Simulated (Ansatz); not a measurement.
BBrH2 (SMILES BBr) moved off its minimum; all values from Ansatz (a first-principles code), cores frozen in correlated methods.
(charge 0, multiplicity 1)
```xyz
4

B     -0.97934    -1.24294     0.32074
H     -0.49589    -1.93129     0.86783
H     -1.83743    -1.36598    -0.41534
Br     0.24260     0.26059    -0.13699
```

Forces at B3LYP/def2-TZVPP (eV/Å):

| atom | Fx | Fy | Fz |
|---|---|---|---|
| B1 | -0.610 | 5.219 | -4.655 |
| H2 | 2.776 | -4.758 | 4.469 |
| H3 | -1.356 | 0.047 | -0.241 |
| Br4 | -0.810 | -0.508 | 0.426 |

Q: Give the forces (eV/Å), the total energy and the dipole at CCSD(T)/aug-cc-pVTZ.

A: 
| atom | Fx | Fy | Fz |
|---|---|---|---|
| B1 | -0.532 | 5.464 | -4.743 |
| H2 | 2.845 | -4.928 | 4.594 |
| H3 | -1.452 | 0.018 | -0.297 |
| Br4 | -0.861 | -0.554 | 0.445 |
Energy -2598.6147 hartree, dipole 1.30 D.
